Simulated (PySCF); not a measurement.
Isomers of C5H5N3O, one GFN2-xTB conformer each. Single-point energies are computed at PBE0/pcSseg-1 (PySCF, gas phase, no added dispersion term), electronic only.

Question: Rank them by PBE0/pcSseg-1 energy, lowest first (kcal/mol).
A. `[CH3:1][C:2](=[O:3])[c:4]1[cH:5][n:6][n:7][cH:8][n:9]1` with C1–C2–C4–C5 -165°
B. `[CH3:1][c:2]1[n:3][n:4][cH:5][c:6]([CH:7]=[O:8])[n:9]1` with C5–C6–C7–O8 -7°
C. `[CH3:1][C:2](=[O:3])[c:4]1[cH:5][cH:6][n:7][n:8][n:9]1` with C1–C2–C4–C5 180°
D. `[CH3:1][c:2]1[cH:3][c:4]([CH:5]=[O:6])[n:7][n:8][n:9]1` with C3–C4–C5–O6 0°
E. `[CH3:1][c:2]1[cH:3][n:4][n:5][n:6][c:7]1[CH:8]=[O:9]` with N6–C7–C8–O9 180°
F. `[CH3:1][c:2]1[n:3][n:4][n:5][cH:6][c:7]1[CH:8]=[O:9]` with C6–C7–C8–O9 180°

Answer: A (0.0), B (2.0), C (13.5), D (15.5), E (17.2), F (17.6).

Neighbours under 2.5 kcal/mol apart (CC(=O)c1cnncn1 and Cc1nncc(C=O)n1; CC(=O)c1ccnnn1 and Cc1cc(C=O)nnn1; Cc1cc(C=O)nnn1 and Cc1cnnnc1C=O; Cc1cnnnc1C=O and Cc1nnncc1C=O) can change places with a better method, another conformer or zero-point energy. GFN2-xTB itself gives, in the same order: 0.0, 1.9, 13.0, 15.4, 15.7, 15.0. Both levels put the same isomer lowest; measured from each level's own lowest isomer, the values differ by up to 2.6 kcal/mol (Cc1nnncc1C=O: 15.0 against 17.6).

Question: Which frontier levels, dipoles and rotational constants go with these structures?

Answer: 
```json
{"SMILES": "CC(=O)c1cnncn1", "HOMO (eV, PBE0/pcSseg-1)": "-7.14", "LUMO (eV)": "-2.99", "dipole (D)": "2.98", "A, B, C (MHz)": "3963, 1293, 991.1"}
{"SMILES": "Cc1nncc(C=O)n1", "HOMO (eV, PBE0/pcSseg-1)": "-7.10", "LUMO (eV)": "-3.13", "dipole (D)": "2.63", "A, B, C (MHz)": "3907, 1211, 936.6"}
{"SMILES": "CC(=O)c1ccnnn1", "HOMO (eV, PBE0/pcSseg-1)": "-7.47", "LUMO (eV)": "-2.90", "dipole (D)": "2.07", "A, B, C (MHz)": "3947, 1299, 983.5"}
{"SMILES": "Cc1cc(C=O)nnn1", "HOMO (eV, PBE0/pcSseg-1)": "-7.41", "LUMO (eV)": "-3.05", "dipole (D)": "3.39", "A, B, C (MHz)": "3276, 1296, 934.0"}
{"SMILES": "Cc1cnnnc1C=O", "HOMO (eV, PBE0/pcSseg-1)": "-7.44", "LUMO (eV)": "-3.06", "dipole (D)": "3.65", "A, B, C (MHz)": "3165, 1540, 1042"}
{"SMILES": "Cc1nnncc1C=O", "HOMO (eV, PBE0/pcSseg-1)": "-7.39", "LUMO (eV)": "-3.19", "dipole (D)": "3.13", "A, B, C (MHz)": "3216, 1519, 1038"}
```

Question: As an exercise, what shares would exp(−E/RT) give at 500 K from these electronic energies alone (no entropy, no degeneracies)?

Answer: RT = 0.994 kcal/mol: CC(=O)c1cnncn1 88.1 %, Cc1nncc(C=O)n1 11.9 %, CC(=O)c1ccnnn1 under 0.1 %, Cc1cc(C=O)nnn1 under 0.1 %, Cc1cnnnc1C=O under 0.1 %, Cc1nnncc1C=O under 0.1 %.
